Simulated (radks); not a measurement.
Valence configurations of Pd3+ (all share [Kr]). All-electron calculation, scalar-relativistic Kohn-Sham, PBE, spin-polarised, spherical densities, finite nucleus; open shells are filled with parallel spins first (spin-orbit coupling, left out, can overturn this in heavy ions); Fermi nuclear charge, rms radius 4.5318 fm. Program: a radial shooting solver on a logarithmic mesh with Libxc functionals. Energies are relative to 4d7; eigenvalues in eV for spin up.

valence          E (eV)  moment (Bohr magnetons)    e(4d)    e(5p)    e(5s)
4d7               0.000                        3  -42.690        -        -
4d6.5 5p0.5       8.563                        4  -45.578  -24.902        -
4d6 5s1           9.637                        5  -47.387        -  -33.489
4d5.5 5s1.5      16.165                        5  -49.694        -  -34.301
4d5 5s2          23.053                        5  -52.032        -  -35.098
4d5 5s1.5 5p0.5  26.140                        6  -52.622  -27.353  -35.774
4d5.5 5p1.5      27.180                        6  -51.334  -27.333        -
4d5 5s0.5 5p1.5  32.983                        7  -53.691  -28.177  -36.680
4d5 5p2          37.238                        7  -54.200  -28.466        -
4d4 5s0.5 5p2.5  60.030                        7  -58.892  -30.293  -39.235

NIST lists [Kr] 4d7 as the ground configuration; this level of theory agrees among the configurations tried. The energies are those of spherical high-spin densities, not of single terms.
